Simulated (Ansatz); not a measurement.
Input file for Ansatz (a program for electronic structure): R-B3LYP-D3(BJ)/def2-TZVP on C3H8O2 (SMILES OCCCO).

Ansatz 0.2 input:
```yaml
crystal:
  periodic: [false, false, false]
  atoms:
    - {symbol: O, position_ang: [1.18256542, 1.36032822, 0.10514526]}
    - {symbol: C, position_ang: [1.14485635, -0.00083391, 0.48170651]}
    - {symbol: C, position_ang: [0.08437809, -0.80164179, -0.27808080]}
    - {symbol: C, position_ang: [-1.33037590, -0.28240217, 0.00453198]}
    - {symbol: O, position_ang: [-1.54457606, 1.01165388, -0.49525975]}
    - {symbol: H, position_ang: [1.40329983, 1.41541645, -0.83243462]}
    - {symbol: H, position_ang: [2.13206086, -0.46207127, 0.33843066]}
    - {symbol: H, position_ang: [0.91903755, 0.00293037, 1.55130148]}
    - {symbol: H, position_ang: [0.15014911, -1.84782496, 0.02129715]}
    - {symbol: H, position_ang: [0.27761675, -0.73622460, -1.35218397]}
    - {symbol: H, position_ang: [-1.51473856, -0.31181256, 1.08961427]}
    - {symbol: H, position_ang: [-2.06822777, -0.92183812, -0.48735436]}
    - {symbol: H, position_ang: [-0.83604570, 1.57432044, -0.14671382]}
basis:
  gaussian:
    orbitals: def2-TZVP
hamiltonian:
  xc: b3lyp
  dispersion: d3bj
relax: {f_tol: 0.003, max_steps: 120}
scf: {lower_state_search: off}
```

Output:

```
WARN ansatz: RAYON_NUM_THREADS=2 ignored (pool sized by the plan → 2); use --threads N
Functional definition: B3LYP
these checks for a lower state are left out or cut short: stability, starts, cluster_reference, orbital_swaps, neighbouring_geometries, increment
integrals: 0.11 GiB planned
1194 factors; their error is unknown
mean field: 1.05 GiB planned
mean field evaluation 1: about -7327.5563 eV, gradient 7.5e1 eV
mean field evaluation 2: about -7317.0350 eV, gradient 1.1e2 eV
mean field evaluation 4: about -7338.4620 eV, gradient 5.4e0 eV
mean field evaluation 8: about -7338.5258 eV, gradient 4.9e-2 eV
mean field evaluation 16: about -7338.5026 eV, gradient 1.0e-4 eV
mean field -7338.50259690 eV, -269.6849962203 hartree, gradient 2.2e-6 eV, S^2 0.000000; 0 other end points of the search recorded, 0 dependent functions left out
the calculation of the forces begins
reference -7338.50286261 eV, -269.6850059851 hartree; 21, 21 occupied and 182, 182 virtual orbitals, 1194 factors
relax step   1: F+E_penalty+E_count = -7338.89802806 eV  Δ(F+E_penalty+E_count) = +0.000e0 eV  max|allowed force component| = 7.352e-1 eV/Å  Δτ_max = 0.0000 Å  (19 SCF iters, accepted)
these checks for a lower state are left out or cut short: stability, starts, cluster_reference, orbital_swaps, neighbouring_geometries, increment
integrals: 0.11 GiB planned
1194 factors; their error is unknown
mean field: 1.05 GiB planned
mean field -7338.52279680 eV, -269.6857385529 hartree, gradient 4.3e-6 eV, S^2 0.000000; 0 other end points of the search recorded, 0 dependent functions left out
the calculation of the forces begins
reference -7338.52306245 eV, -269.6857483156 hartree; 21, 21 occupied and 182, 182 virtual orbitals, 1194 factors
relax step   2: F+E_penalty+E_count = -7338.91561458 eV  Δ(F+E_penalty+E_count) = -1.759e-2 eV  max|allowed force component| = 3.730e-1 eV/Å  Δτ_max = 0.0399 Å  (19 SCF iters, accepted)
these checks for a lower state are left out or cut short: stability, starts, cluster_reference, orbital_swaps, neighbouring_geometries, increment
integrals: 0.11 GiB planned
1194 factors; their error is unknown
mean field: 1.05 GiB planned
mean field evaluation 32: about -7338.5388 eV, gradient 1.4e0 eV
mean field -7338.52727655 eV, -269.6859031809 hartree, gradient 4.3e-6 eV, S^2 0.000000; 0 other end points of the search recorded, 0 dependent functions left out
the calculation of the forces begins
reference -7338.52754200 eV, -269.6859129358 hartree; 21, 21 occupied and 182, 182 virtual orbitals, 1194 factors
relax step   3: F+E_penalty+E_count = -7338.91961044 eV  Δ(F+E_penalty+E_count) = -3.996e-3 eV  max|allowed force component| = 1.188e-1 eV/Å  Δτ_max = 0.0204 Å  (20 SCF iters, accepted)
these checks for a lower state are left out or cut short: stability, starts, cluster_reference, orbital_swaps, neighbouring_geometries, increment
integrals: 0.11 GiB planned
1194 factors; their error is unknown
mean field: 1.05 GiB planned
mean field -7338.52667437 eV, -269.6858810512 hartree, gradient 4.1e-6 eV, S^2 0.000000; 0 other end points of the search recorded, 0 dependent functions left out
the calculation of the forces begins
reference -7338.52693966 eV, -269.6858908004 hartree; 21, 21 occupied and 182, 182 virtual orbitals, 1194 factors
relax step   4: F+E_penalty+E_count = -7338.91907293 eV  Δ(F+E_penalty+E_count) = +5.375e-4 eV  max|allowed force component| = 1.042e-1 eV/Å  Δτ_max = 0.0202 Å  (20 SCF iters, rejected (line search))
these checks for a lower state are left out or cut short: stability, starts, cluster_reference, orbital_swaps, neighbouring_geometries, increment
integrals: 0.11 GiB planned
1194 factors; their error is unknown
mean field: 1.05 GiB planned
mean field -7338.52797448 eV, -269.6859288293 hartree, gradient 4.2e-6 eV, S^2 0.000000; 0 other end points of the search recorded, 0 dependent functions left out
the calculation of the forces begins
reference -7338.52823970 eV, -269.6859385759 hartree; 21, 21 occupied and 182, 182 virtual orbitals, 1194 factors
relax step   5: F+E_penalty+E_count = -7338.92041782 eV  Δ(F+E_penalty+E_count) = -8.074e-4 eV  max|allowed force component| = 1.145e-2 eV/Å  Δτ_max = 0.0101 Å  (20 SCF iters, accepted)
these checks for a lower state are left out or cut short: stability, starts, cluster_reference, orbital_swaps, neighbouring_geometries, increment
integrals: 0.11 GiB planned
1194 factors; their error is unknown
mean field: 1.05 GiB planned
mean field -7338.52844948 eV, -269.6859462851 hartree, gradient 4.1e-6 eV, S^2 0.000000; 0 other end points of the search recorded, 0 dependent functions left out
the calculation of the forces begins
reference -7338.52871477 eV, -269.6859560344 hartree; 21, 21 occupied and 182, 182 virtual orbitals, 1194 factors
relax step   6: F+E_penalty+E_count = -7338.92071471 eV  Δ(F+E_penalty+E_count) = -2.969e-4 eV  max|allowed force component| = 1.411e-2 eV/Å  Δτ_max = 0.0265 Å  (20 SCF iters, accepted)
these checks for a lower state are left out or cut short: stability, starts, cluster_reference, orbital_swaps, neighbouring_geometries, increment
integrals: 0.11 GiB planned
1194 factors; their error is unknown
mean field: 1.05 GiB planned
mean field evaluation 64: about -7338.5285 eV, gradient 1.0e-2 eV
mean field -7338.52853148 eV, -269.6859492986 hartree, gradient 4.1e-6 eV, S^2 0.000000; 0 other end points of the search recorded, 0 dependent functions left out
the calculation of the forces begins
reference -7338.52879682 eV, -269.6859590498 hartree; 21, 21 occupied and 182, 182 virtual orbitals, 1194 factors
relax step   7: F+E_penalty+E_count = -7338.92075412 eV  Δ(F+E_penalty+E_count) = -3.941e-5 eV  max|allowed force component| = 4.826e-3 eV/Å  Δτ_max = 0.0050 Å  (21 SCF iters, accepted)
these checks for a lower state are left out or cut short: stability, starts, cluster_reference, orbital_swaps, neighbouring_geometries, increment
integrals: 0.11 GiB planned
1194 factors; their error is unknown
mean field: 1.05 GiB planned
mean field -7338.52851411 eV, -269.6859486604 hartree, gradient 4.1e-6 eV, S^2 0.000000; 0 other end points of the search recorded, 0 dependent functions left out
the calculation of the forces begins
reference -7338.52877947 eV, -269.6859584122 hartree; 21, 21 occupied and 182, 182 virtual orbitals, 1194 factors
relax step   8: F+E_penalty+E_count = -7338.92075935 eV  Δ(F+E_penalty+E_count) = -5.226e-6 eV  max|allowed force component| = 2.462e-3 eV/Å  Δτ_max = 0.0027 Å  (21 SCF iters, accepted)
Total energy: -7338.92102471 eV, -269.7003731587 hartree
Atom 0 at     1.179311     1.380190     0.129729 Å, force     0.000492    -0.000340    -0.001103 eV/Å
Atom 1 at     1.151678    -0.013178     0.473105 Å, force     0.000065    -0.000466     0.001766 eV/Å
Atom 2 at     0.072480    -0.790570    -0.268603 Å, force     0.000554    -0.000639    -0.000329 eV/Å
Atom 3 at    -1.339876    -0.284096     0.007887 Å, force    -0.000488     0.000036    -0.000563 eV/Å
Atom 4 at    -1.580342     1.013422    -0.514582 Å, force    -0.002462    -0.000043    -0.001766 eV/Å
Atom 5 at     1.472362     1.462262    -0.785048 Å, force     0.000131     0.000280     0.000341 eV/Å
Atom 6 at     2.136332    -0.461696     0.304319 Å, force     0.000084     0.000329    -0.000376 eV/Å
Atom 7 at     0.959210    -0.034280     1.547437 Å, force     0.000109    -0.000084     0.000085 eV/Å
Atom 8 at     0.140798    -1.841229     0.034278 Å, force     0.000547     0.000644    -0.000151 eV/Å
Atom 9 at     0.262764    -0.757103    -1.346871 Å, force    -0.000573    -0.000292     0.000294 eV/Å
Atom 10 at    -1.527642    -0.308027     1.091450 Å, force     0.000350     0.000098    -0.000140 eV/Å
Atom 11 at    -2.071620    -0.942495    -0.463014 Å, force    -0.000319    -0.000417     0.000281 eV/Å
Atom 12 at    -0.855455     1.576798    -0.210088 Å, force     0.001511     0.000894     0.001661 eV/Å
Dipole moment:     0.425496    -0.367460    -0.026401 e Å
Checks for a lower state left out: stability, starts, cluster_reference, orbital_swaps, neighbouring_geometries, increment
```

The run converged.

Cost: around 23 core-seconds (rough).
